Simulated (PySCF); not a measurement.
# Where the electron goes

C5H10F2S.
Atom-mapped SMILES: `[CH3:1][CH2:2][S:3][CH2:4][CH2:5][CH:6]([F:7])[F:8]` (hydrogens: H9, H10, H11 on C1; H12, H13 on C2; H14, H15 on C4; H16, H17 on C5; H18 on C6)

Geometry (PBE0-D3(BJ)/def2-SVP, Å), atoms numbered from 1 in this order:
```
atom  x, y, z in Å
C1     2.441    0.750    0.007
C2     2.102   -0.321   -1.012
S3     0.395   -0.277   -1.622
C4    -0.493   -0.922   -0.171
C5    -1.982   -0.648   -0.295
C6    -2.329    0.815   -0.180
F7    -1.966    1.272    1.046
F8    -3.667    0.977   -0.298
H9     1.830    0.656    0.918
H10    2.268    1.754   -0.408
H11    3.497    0.677    0.310
H12    2.308   -1.333   -0.625
H13    2.715   -0.203   -1.919
H14   -0.311   -2.005   -0.086
H15   -0.111   -0.439    0.742
H16   -2.527   -1.170    0.509
H17   -2.374   -1.025   -1.253
H18   -1.829    1.444   -0.935
```

Method used: PySCF 2.14.0, density-fitted response routines, TDDFT CAM-B3LYP/def2-SVPD, vertical, gas phase, core orbitals frozen in the response.

Kohn–Sham orbitals with the atoms that hold most of them (Löwdin shares over 4%, at most four atoms; ? is withheld):

| orbital | ε (eV) | atoms |
| --- | --- | --- |
| HOMO-3 | -11.14 | C6 19%, F7 18%, F8 18%, C5 16% |
| HOMO-2 | -11.11 | C2 21%, S3 18%, C1 13%, C5 10% |
| HOMO-1 | -10.19 | ? |
| HOMO | ? | ? |
| LUMO | 1.14 | S3 45%, C1 11%, C2 9%, H13 9% |
| LUMO+1 | 1.24 | S3 32%, H14 12%, C4 11%, C5 8% |
| LUMO+2 | 1.45 | S3 57%, C6 8%, H18 7%, H17 7% |

**Question.** Which atoms hold the HOMO-1, and with what shares?

**Answer.** S3 (bonded to 2 C) 51%; C4 (bonded to C, S and 2 H) 13%; C2 (bonded to C, S and 2 H) 12%; C1 (bonded to C and 3 H) 4%. By element: sulfur 51%, carbon 30% or more.

**Question.** Which atoms hold the HOMO, and with what shares?

**Answer.** S3 (bonded to 2 C) 68%; C4 (bonded to C, S and 2 H) 10%; C2 (bonded to C, S and 2 H) 8%. By element: sulfur 68%, carbon 18% or more.

**Question.** What is the HOMO energy, and the HOMO–LUMO gap?

**Answer.** ε(HOMO) = -7.95 eV; the gap is 9.09 eV (0.3340 hartree).

**Question.** How does S1 compare with the orbital gap of 9.09 eV?

**Answer.** S1 is at 5.49 eV (f = 0.0010), 3.60 eV below the gap, made of HOMO→LUMO (51%), HOMO→LUMO+1 (21%), HOMO→LUMO+4 (9%). Without the coupling terms of the response equations the lowest excitation would equal the gap.

Next come S2 at 6.27 eV (f 0.035), HOMO→LUMO+1 (48%), HOMO→LUMO (30%), HOMO→LUMO+2 (10%); S3 at 6.49 eV (f 0.013), HOMO→LUMO+2 (73%), HOMO→LUMO+1 (19%); S4 at 6.97 eV (f 0.019), HOMO→LUMO+3 (86%); S5 at 7.33 eV (f 0.0080), HOMO→LUMO+4 (40%), HOMO→LUMO+7 (18%), HOMO→LUMO+8 (9%).

Löwdin shares depend on the basis, the more so with diffuse functions.

Hardware: one thread, Intel Xeon Platinum 8488C (x86_64), no GPU, on a shared host. Cost: 70 s of wall time, 1.3 GiB resident at most.

One conformer stands for the species.
